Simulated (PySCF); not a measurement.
Gas-phase reaction: 2 InCl + H₂O + 2 ClO → 2 InHCl₂ + 3 O

Computed with PySCF (xtb for GFN2) and rigid-rotor harmonic-oscillator thermochemistry at 1 bar. † marks an energy on the PBE0/def2-TZVP geometry and frequencies; other levels use their own. Open shells (unrestricted): ClO (multiplicity 2, electronic degeneracy 4), O (multiplicity 3, electronic degeneracy 9); the rest are closed-shell singlets. GFN2 has no spin-polarisation term. Spin-orbit splitting is ignored; it lowers the true energy and changes the entropy of ClO, O. B3LYP is the form with VWN-RPA correlation. In: scalar-relativistic def2 core potential, no spin-orbit coupling. InHCl₂: computed as isolated molecules; such fragments, hydroxides, amides, oligomers or adducts are transient or little studied in the gas. The harmonic model lacks anharmonicity and excited electronic states, which grow with temperature; levels with a mode under 35 cm⁻¹ are left out. Soft modes under 120 cm⁻¹ make the harmonic entropy rough for InHCl₂.

```
level              ΔE electronic, kJ  ΔH°(298 K), kJ  ΔS°(298 K), J/K  ΔG°(1400 K), kJ
-----------------  -----------------  --------------  ---------------  ---------------
B3LYP/def2-TZVP†                 615             589              -27              594
BLYP/def2-TZVP†                  726             700              -27              705
GFN2-xTB                        1611            1583              -18             1573
PBE/def2-SVP                     662             637              -26              641
PBE/def2-TZVP†                   721             695              -27              701
PBE0/def2-QZVP†                  577             550              -27              556
PBE0/def2-TZVP                   560             534              -27              539
r2SCAN/def2-TZVP†                570             544              -27              549
LDA/def2-TZVP†                   874             848              -27              853
```
ΔH° is lowest at PBE0/def2-TZVP and highest at GFN2-xTB. No reference value is set beside these.
